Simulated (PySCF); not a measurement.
Ga(Et)3 (C6H15Ga), SMILES C[CH2][Ga]([CH2]C)[CH2]C.

Coordinates come from a B3LYP-D3(BJ)/def2-SVP optimisation. The isomer is the one that the SMILES or the coordinates give; other isomers of the formula were not compared. Other conformers were not sampled.

These are PySCF 2.14.0 with B3LYP-D3(BJ)/def2-SVP values and carry that method's errors.

Frequencies are harmonic and unscaled.

A small imaginary wavenumber (i) marks a very flat motion, where grid noise or a shallow saddle decides the sign.

| mode | ν (cm⁻¹) | IR (km/mol) | moving atoms (share of kinetic energy) |
|---|---|---|---|
| 1 | 15i | 0.0 | C 62 %, H 35 % |
| 2 | 27 | 0.1 | C 52 %, H 41 % |
| 3 | 29 | 0.0 | H 59 %, C 41 % |
| 4 | 74 | 0.6 | C 58 %, H 28 %, Ga 14 % |
| 5 | 91 | 0.7 | H 37 %, C 34 %, Ga 29 % |
| 6 | 113 | 1.3 | H 50 %, C 48 % |
| 7 | 182 | 0.5 | H 52 %, C 40 %, Ga 8 % |
| 8 | 210 | 0.0 | H 83 %, C 15 % |
| 9 | 217 | 0.0 | H 77 %, C 21 % |
| 10 | 254 | 1.6 | H 55 %, C 30 %, Ga 14 % |
| 11 | 259 | 5.0 | C 68 %, H 26 % |
| 12 | 281 | 9.9 | H 39 %, C 38 %, Ga 23 % |
| 13 | 492 | 1.7 | C 75 %, H 25 % |
| 14 | 529 | 34.4 | C 57 %, H 21 %, Ga 21 % |
| 15 | 543 | 63.1 | C 52 %, Ga 26 %, H 22 % |
| 16 | 560 | 0.2 | H 81 %, C 19 % |
| 17 | 616 | 29.2 | H 71 %, C 24 % |
| 18 | 671 | 32.9 | H 80 %, C 19 % |
| 19 | 914 | 0.0 | H 93 % |
| 20 | 929 | 1.9 | H 91 %, C 8 % |
| 21 | 937 | 0.6 | H 91 %, C 9 % |
| 22 | 958 | 18.6 | H 83 %, C 17 % |
| 23 | 963 | 1.5 | H 81 %, C 19 % |
| 24 | 965 | 1.6 | H 79 %, C 21 % |
| 25 | 1007 | 17.3 | C 75 %, H 25 % |
| 26 | 1032 | 36.2 | C 74 %, H 26 % |
| 27 | 1045 | 2.0 | C 70 %, H 30 % |
| 28 | 1212 | 0.0 | H 63 %, C 37 % |
| 29 | 1212 | 0.3 | H 64 %, C 36 % |
| 30 | 1214 | 0.1 | H 66 %, C 34 % |
| 31 | 1238 | 0.0 | H 76 %, C 24 % |
| 32 | 1244 | 2.1 | H 77 %, C 23 % |
| 33 | 1246 | 3.8 | H 77 %, C 23 % |
| 34 | 1394 | 5.0 | H 82 %, C 18 % |
| 35 | 1397 | 10.5 | H 83 %, C 17 % |
| 36 | 1399 | 0.3 | H 83 %, C 17 % |
| 37 | 1425 | 1.7 | H 90 %, C 10 % |
| 38 | 1429 | 2.5 | H 90 %, C 10 % |
| 39 | 1438 | 5.3 | H 92 %, C 8 % |
| 40 | 1470 | 1.1 | H 96 % |
| 41 | 1471 | 1.1 | H 96 % |
| 42 | 1474 | 1.8 | H 96 % |
| 43 | 1479 | 0.6 | H 97 % |
| 44 | 1480 | 11.9 | H 97 % |
| 45 | 1483 | 3.3 | H 97 % |
| 46 | 3004 | 43.5 | H 97 % |
| 47 | 3006 | 48.7 | H 95 % |
| 48 | 3007 | 32.9 | H 96 % |
| 49 | 3010 | 52.9 | H 96 % |
| 50 | 3013 | 7.3 | H 95 % |
| 51 | 3029 | 13.4 | H 95 % |
| 52 | 3044 | 0.0 | H 91 %, C 9 % |
| 53 | 3046 | 20.0 | H 91 %, C 9 % |
| 54 | 3071 | 0.1 | H 91 %, C 9 % |
| 55 | 3072 | 40.4 | H 91 %, C 9 % |
| 56 | 3076 | 34.3 | H 91 %, C 9 % |
| 57 | 3077 | 47.6 | H 91 %, C 9 % |
| 58 | 3090 | 43.3 | H 91 %, C 9 % |
| 59 | 3092 | 2.2 | H 91 %, C 9 % |
| 60 | 3092 | 69.2 | H 91 %, C 9 % |
